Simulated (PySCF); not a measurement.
CH3ClGa (SMILES [CH3][Ga+][Cl]), charge +1, singlet, at a GFN2-xTB geometry (such geometries of metal compounds can be far from the true shape); R2SCAN/def2-SVP (PySCF).

Input for PySCF:
```python
from pyscf import gto, scf, dft

mol = gto.Mole()
mol.atom = '''
    Ga   -0.029496    0.210920   -0.171801
    C    -0.251829    1.800779   -1.466789
    H    -1.092639    2.407264   -1.111890
    H    -0.452327    1.394909   -2.464692
    H     0.681047    2.375541   -1.455355
    Cl    0.193486   -1.383583    1.126971
'''
mol.basis = 'def2-svp'
mol.charge = 1
mol.spin = 0
mol.verbose = 4
mol.build()

mf = dft.RKS(mol)
mf.xc = 'r2scan'
mf.kernel()
```

### Question
Predict the main parts of the log of this PySCF run.

### Answer

```
PySCF version 2.14.0

[INPUT] verbose = 4
[INPUT] num. atoms = 6
[INPUT] num. electrons = 56
[INPUT] charge = 1
[INPUT] spin (= nelec alpha-beta = 2S) = 0
[INPUT] symmetry False subgroup None
[INPUT] Mole.unit = angstrom
[INPUT] Symbol           X                Y                Z      unit          X                Y                Z       unit  Magmom
[INPUT]  1 Ga    -0.029496000000   0.210920000000  -0.171801000000 AA   -0.055739361770   0.398581034193  -0.324656837926 Bohr   0.0
[INPUT]  2 C     -0.251829000000   1.800779000000  -1.466789000000 AA   -0.475887840223   3.402979120868  -2.771829492525 Bohr   0.0
[INPUT]  3 H     -1.092639000000   2.407264000000  -1.111890000000 AA   -2.064788463019   4.549069669525  -2.101167580643 Bohr   0.0
[INPUT]  4 H     -0.452327000000   1.394909000000  -2.464692000000 AA   -0.854774148746   2.635995978691  -4.657592861407 Bohr   0.0
[INPUT]  5 H      0.681047000000   2.375541000000  -1.455355000000 AA    1.286992307957   4.489121887675  -2.750222364016 Bohr   0.0
[INPUT]  6 Cl     0.193486000000  -1.383583000000   1.126971000000 AA    0.365635548938  -2.614592940604   2.129666540327 Bohr   0.0

nuclear repulsion = 229.878478094772
number of shells = 35
number of NR pGTOs = 155
number of NR cGTOs = 79
basis = def2-svp
ecp = {}

******** <class 'pyscf.dft.rks.RKS'> ********
method = RKS
initial guess = minao
damping factor = 0
level_shift factor = 0
DIIS = <class 'pyscf.scf.diis.CDIIS'>
diis_start_cycle = 1
diis_space = 8
diis_damp = 0
SCF conv_tol = 1e-09
SCF conv_tol_grad = None
SCF max_cycles = 50
direct_scf = True
direct_scf_tol = 1e-13
XC library pyscf.dft.libxc version 7.1.2
    S. Lehtola, C. Steigemann, M. J. T. Oliveira, and M. A. L. Marques,  SoftwareX 7, 1–5 (2018)
XC functionals = r2scan
    J. W. Furness, A. D. Kaplan, J. Ning, J. P. Perdew, and J. Sun,  J. Phys. Chem. Lett. 11, 8208–8215 (2020)
    J. W. Furness, A. D. Kaplan, J. Ning, J. P. Perdew, and J. Sun,  J. Phys. Chem. Lett. 11, 9248–9248 (2020)
    J. W. Furness, A. D. Kaplan, J. Ning, J. P. Perdew, and J. Sun,  J. Phys. Chem. Lett. 11, 8208–8215 (2020)
    J. W. Furness, A. D. Kaplan, J. Ning, J. P. Perdew, and J. Sun,  J. Phys. Chem. Lett. 11, 9248–9248 (2020)
radial grids:
    Treutler-Ahlrichs [JCP 102, 346 (1995); DOI:10.1063/1.469408] (M4) radial grids

becke partition: Becke, JCP 88, 2547 (1988); DOI:10.1063/1.454033
pruning grids: <function nwchem_prune>
grids dens level: 3
symmetrized grids: False
atomic radii adjust function: <function treutler_atomic_radii_adjust>
small_rho_cutoff = 0
Set gradient conv threshold to 3.16228e-05
Initial guess from minao.
tot grids = 83328
init E= -2423.98987356837
  HOMO = -0.361789377089505  LUMO = -0.12462608590576  gap/eV = 6.45354
cycle= 1 E= -2424.13646327821  delta_E= -0.147  |g|= 0.742  |ddm|= 2.59
  HOMO = -0.506511159591393  LUMO = -0.338943738894167  gap/eV = 4.55974
cycle= 2 E= -2423.87117742654  delta_E= 0.265  |g|= 1.33  |ddm|= 2.45
  HOMO = -0.543912229925619  LUMO = -0.31931523065564  gap/eV = 6.11160
cycle= 3 E= -2424.24092642802  delta_E= -0.37  |g|= 0.119  |ddm|=  1.6
  HOMO = -0.515742430322102  LUMO = -0.316574541476636  gap/eV = 5.41963
cycle= 4 E= -2424.24366697257  delta_E= -0.00274  |g|= 0.0713  |ddm|= 0.233
  HOMO = -0.523961428282087  LUMO = -0.312434656325089  gap/eV = 5.75594
cycle= 5 E= -2424.24525006466  delta_E= -0.00158  |g|= 0.0239  |ddm|= 0.102
  HOMO = -0.523498452863296  LUMO = -0.313774440022426  gap/eV = 5.70688
cycle= 6 E= -2424.24541643477  delta_E= -0.000166  |g|= 0.00136  |ddm|= 0.0266
  HOMO = -0.523622007262821  LUMO = -0.313886305627994  gap/eV = 5.70720
cycle= 7 E= -2424.24541693334  delta_E= -4.99e-07  |g|= 0.000269  |ddm|= 0.00275
  HOMO = -0.523592007624746  LUMO = -0.313843957299384  gap/eV = 5.70754
cycle= 8 E= -2424.24541695841  delta_E= -2.51e-08  |g|= 4.62e-05  |ddm|= 0.000456
  HOMO = -0.523601620141221  LUMO = -0.313843584087818  gap/eV = 5.70781
cycle= 9 E= -2424.24541695919  delta_E= -7.84e-10  |g|= 9.36e-06  |ddm|= 7.01e-05
  HOMO = -0.52359790269266  LUMO = -0.313842634175002  gap/eV = 5.70773
Extra cycle  E= -2424.24541695917  delta_E= 2.27e-11  |g|= 1.06e-05  |ddm|= 2.14e-05
converged SCF energy = -2424.24541695917
```
